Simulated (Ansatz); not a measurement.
Consider the ligand exchange at the Si–C bond: `C[SiH](N)CS` + `O[SiH3]` → `C[SiH](N)O[SiH3]` + CH₃SH.

Program: Ansatz. Geometries: PBE0-D4/def2-TZVP. ΔE: electronic, gas phase. CBS: MP2 limit from def2 TZ/QZ plus the TZ coupled-cluster correction, frozen cores. This one scheme is used for every species. DFT in def2-TZVPP. B3LYP here is the variant with VWN-RPA as its local correlation; programs differ in this. Each species was taken in one conformer, which may not be the lowest.

```tsv
level	ΔE (kJ/mol)	difference from CCSD(T)/CBS
PBE-D4	-112.7	14.2
r2SCAN-D4	-126.6	0.3
PBE0-D4	-118.9	8.0
B3LYP-D4	-130.4	-3.5
ωB97X-V	-127.4	-0.5
ωB97M-V	-126.0	0.9
B2PLYP	-133.3	-6.4
PBE	-115.6	11.3
r2SCAN	-127.3	-0.4
PBE0	-121.3	5.6
B3LYP	-135.1	-8.2
HF/def2-TZVPP	-156.0	-29.1
MP2/def2-TZVPP	-125.8	1.1
SCS-MP2/def2-TZVPP	-132.1	-5.2
CCSD/def2-TZVPP	-131.9	-5.0
CCSD(T)/def2-TZVPP	-127.5	-0.6
HF/def2-QZVPP	-158.2	-31.3
MP2/def2-QZVPP	-126.2	0.7
SCS-MP2/def2-QZVPP	-132.5	-5.6
HF/CBS(def2)	-158.5	-31.6
MP2/CBS(def2)	-125.1	1.8
CCSD/CBS(def2)	-131.2	-4.3
CCSD(T)/CBS	-126.9	0
```

Largest T1 diagnostic among the species: 0.011.

In def2-TZVPP, CCSD(T) changes the Hartree–Fock value by +28.4 kJ/mol (the triples alone add +4.3 kJ/mol) and MP2 by +30.2 kJ/mol. The D4 term adds +4.8 kJ/mol with B3LYP and +2.5 kJ/mol with PBE0; it sums over pairs of atoms, weighted by their polarisabilities, and B3LYP, whose exchange is more repulsive, gets the larger term. From PBE to PBE0 (25 % exact exchange), in def2-TZVPP and without D4, ΔE moves by −5.8 kJ/mol.
